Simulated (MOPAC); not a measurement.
MOPAC input (PM6):

```
PM6 1SCF UHF MS=0.5 GEO-OK AUX(PRECISION=9) THREADS=1
C2H4BO2

C    -1.72215800 1   -0.62157900 1   -0.71721600 1
C    -0.96812200 1   -0.43869100 1    0.36441200 1
B     0.47176700 1    0.16579000 1    0.23504400 1
O     1.19313100 1    0.33036100 1    1.35916300 1
O     0.97611800 1    0.51516300 1   -0.99384300 1
H    -1.36539300 1   -0.36046600 1   -1.70667100 1
H    -2.72184500 1   -1.03818500 1   -0.65383200 1
H    -1.35228200 1   -0.70953100 1    1.34107200 1
H     1.86837200 1    0.87666000 1   -0.96152400 1
```

Output:

```
 *******************************************************************************
 **                                                                           **
 **                              MOPAC v23.2.5                                **
 **                                                                           **
 *******************************************************************************
 ** MOPAC's Digital Object Identifier: https://doi.org/10.5281/zenodo.6511958 **
 **                                                                           **
 ** Please cite the open-source release paper for use of this MOPAC version:  **
 ** J. E. Moussa and J. J. P. Stewart (2026)                                  **
 ** MOPAC: An open-source semiempirical molecular orbital program             **
 ** J. Open Source Softw., 11(119), 8025, https://doi.org/10.21105/joss.08025 **
 *******************************************************************************

                              PM6 CALCULATION RESULTS

 *******************************************************************************
 *  PM6        - The PM6 Hamiltonian to be used
 *  GEO-OK     - OVERRIDE INTERATOMIC DISTANCE AND OTHER SAFETY CHECKS
 *  UHF        - UNRESTRICTED HARTREE-FOCK CALCULATION
 *  MS=        - IN MECI, MAGNETIC COMPONENT OF SPIN =  0.5
 *  1SCF       - DO 1 SCF AND THEN STOP
 *  AUX        - OUTPUT AUXILIARY INFORMATION
 *******************************************************************************
PM6 1SCF UHF MS=0.5 GEO-OK AUX(PRECISION=9) THREADS=1
 C2H4BO2

   ATOM   CHEMICAL          X               Y               Z
  NUMBER   SYMBOL      (ANGSTROMS)     (ANGSTROMS)     (ANGSTROMS)

     1       C         -1.72215800  *  -0.62157900  *  -0.71721600  *
     2       C         -0.96812200  *  -0.43869100  *   0.36441200  *
     3       B          0.47176700  *   0.16579000  *   0.23504400  *
     4       O          1.19313100  *   0.33036100  *   1.35916300  *
     5       O          0.97611800  *   0.51516300  *  -0.99384300  *
     6       H         -1.36539300  *  -0.36046600  *  -1.70667100  *
     7       H         -2.72184500  *  -1.03818500  *  -0.65383200  *
     8       H         -1.35228200  *  -0.70953100  *   1.34107200  *
     9       H          1.86837200  *   0.87666000  *  -0.96152400  *

          CARTESIAN COORDINATES

    NO.       ATOM           X           Y           Z

     1         C         -1.7222     -0.6216     -0.7172
     2         C         -0.9681     -0.4387      0.3644
     3         B          0.4718      0.1658      0.2350
     4         O          1.1931      0.3304      1.3592
     5         O          0.9761      0.5152     -0.9938
     6         H         -1.3654     -0.3605     -1.7067
     7         H         -2.7218     -1.0382     -0.6538
     8         H         -1.3523     -0.7095      1.3411
     9         H          1.8684      0.8767     -0.9615

 General Reference for PM6:
 "Optimization of Parameters for Semiempirical Methods V: Modification of NDDO Approximations
 and Application to 70 Elements", J. J. P. Stewart, J. Mol. Mod., 13, 1173-1213 (2007)
 URL: https://link.springer.com/article/10.1007/s00894-007-0233-4

           Empirical Formula: C2 H4 O2 B  =     9 atoms

      MOLECULAR POINT GROUP   :   Cs

          UHF CALCULATION, NO. OF ALPHA ELECTRONS =   14
                           NO. OF BETA  ELECTRONS =   13

 -------------------------------------------------------------------------------
 PM6 1SCF UHF MS=0.5 GEO-OK AUX(PRECISION=9) THREADS=1
 C2H4BO2

     1SCF WAS SPECIFIED, SO BFGS WAS NOT USED
     SCF FIELD WAS ACHIEVED

                              PM6 CALCULATION
                                                       MOPAC v23.2.5 Linux

          FINAL HEAT OF FORMATION =        -75.71001 KCAL/MOL =    -316.77070 KJ/MOL

          COSMO AREA              =        108.76 SQUARE ANGSTROMS
          COSMO VOLUME            =         92.74 CUBIC ANGSTROMS

          IONIZATION POTENTIAL    =         10.650106 EV
          ALPHA SOMO LUMO (EV)    =        -10.802  0.371
          BETA  SOMO LUMO (EV)    =        -10.650 -2.601
          NO. OF ALPHA ELECTRONS  =         14
          NO. OF BETA  ELECTRONS  =         13
          MOLECULAR WEIGHT        =         70.8624         POINT GROUP:  Cs

          MOLECULAR DIMENSIONS (Angstroms)

            Atom       Atom       Distance
            H     9    H     7     4.98311
            H     6    O     4     3.24089
            O     5    C     2     0.00000

          SCF CALCULATIONS        =          1

   ATOM   CHEMICAL          X               Y               Z
  NUMBER   SYMBOL      (ANGSTROMS)     (ANGSTROMS)     (ANGSTROMS)

     1       C         -1.72215800  *  -0.62157900  *  -0.71721600  *
     2       C         -0.96812200  *  -0.43869100  *   0.36441200  *
     3       B          0.47176700  *   0.16579000  *   0.23504400  *
     4       O          1.19313100  *   0.33036100  *   1.35916300  *
     5       O          0.97611800  *   0.51516300  *  -0.99384300  *
     6       H         -1.36539300  *  -0.36046600  *  -1.70667100  *
     7       H         -2.72184500  *  -1.03818500  *  -0.65383200  *
     8       H         -1.35228200  *  -0.70953100  *   1.34107200  *
     9       H          1.86837200  *   0.87666000  *  -0.96152400  *

                             CARTESIAN COORDINATES

   1    C       -1.722158000    -0.621579000    -0.717216000
   2    C       -0.968122000    -0.438691000     0.364412000
   3    B        0.471767000     0.165790000     0.235044000
   4    O        1.193131000     0.330361000     1.359163000
   5    O        0.976118000     0.515163000    -0.993843000
   6    H       -1.365393000    -0.360466000    -1.706671000
   7    H       -2.721845000    -1.038185000    -0.653832000
   8    H       -1.352282000    -0.709531000     1.341072000
   9    H        1.868372000     0.876660000    -0.961524000

           Empirical Formula: C2 H4 O2 B  =     9 atoms

      MOLECULAR POINT GROUP   :   Cs

          ALPHA EIGENVALUES
 -31.94316 -30.71756 -27.05094 -20.78181 -19.74067 -17.18968 -16.62750 -15.51301
 -14.75106 -13.79317 -13.21008 -12.52870 -11.56808 -10.80172   0.37120   1.37640
   2.01114   3.16454   4.00963   5.09788   5.52789   5.84244   6.12265   6.38830

           BETA EIGENVALUES
 -30.53522 -27.84335 -27.01089 -20.51932 -19.60795 -16.01456 -15.69222 -14.49291
 -14.12980 -12.80563 -11.55297 -11.43306 -10.65011  -2.60053   0.41945   1.76648
   2.08939   3.79158   4.30198   5.20727   5.58517   5.88670   6.13110   6.40026

              NET ATOMIC CHARGES AND DIPOLE CONTRIBUTIONS

  ATOM NO.   TYPE          CHARGE      No. of ELECS.   s-Pop       p-Pop
    1          C          -0.270419        4.2704     1.12718     3.14323
    2          C          -0.177985        4.1780     1.12642     3.05157
    3          B           0.327814        2.6722     0.91979     1.75240
    4          O          -0.178965        6.1790     1.87581     4.30316
    5          O          -0.491403        6.4914     1.73047     4.76094
    6          H           0.162753        0.8372     0.83725
    7          H           0.149972        0.8500     0.85003
    8          H           0.144406        0.8556     0.85559
    9          H           0.333829        0.6662     0.66617
 DIPOLE           X         Y         Z       TOTAL
 POINT-CHG.    -0.492    -0.173    -0.249     0.578
 HYBRID         0.511     0.224    -0.125     0.572
 SUM            0.019     0.051    -0.374     0.378

          ATOMIC ORBITAL ELECTRON POPULATIONS

     Atom    s        px        py        pz
    1  C   1.12718   1.07056   0.98851   1.08417
    2  C   1.12642   0.99141   1.00446   1.05570
    3  B   0.91979   0.68820   0.46355   0.60065
    4  O   1.87581   1.24240   1.66924   1.39151
    5  O   1.73047   1.44853   1.76305   1.54936
    6  H   0.83725
    7  H   0.85003
    8  H   0.85559
    9  H   0.66617

                    (SZ)    =    0.500000
                    (S**2)  =    0.772556

          ATOMIC ORBITAL SPIN POPULATIONS

    Atom   Total    s     px     py     pz
         Atomic
    1  C -0.0618 -0.002 -0.008 -0.048 -0.004
    2  C  0.1570  0.019  0.076  0.055  0.007
    3  B -0.1641 -0.029 -0.046 -0.046 -0.043
    4  O  1.0175  0.022  0.580  0.179  0.237
    5  O  0.0470  0.002  0.002 -0.005  0.048
    6  H  0.0030  0.003
    7  H  0.0089  0.009
    8  H -0.0046 -0.005
    9  H -0.0029 -0.003

 **********************
 *                    *
 * JOB ENDED NORMALLY *
 *                    *
 **********************

 == MOPAC DONE ==
```

The geometry given is a B3LYP-D3(BJ)/def2-TZVP minimum.
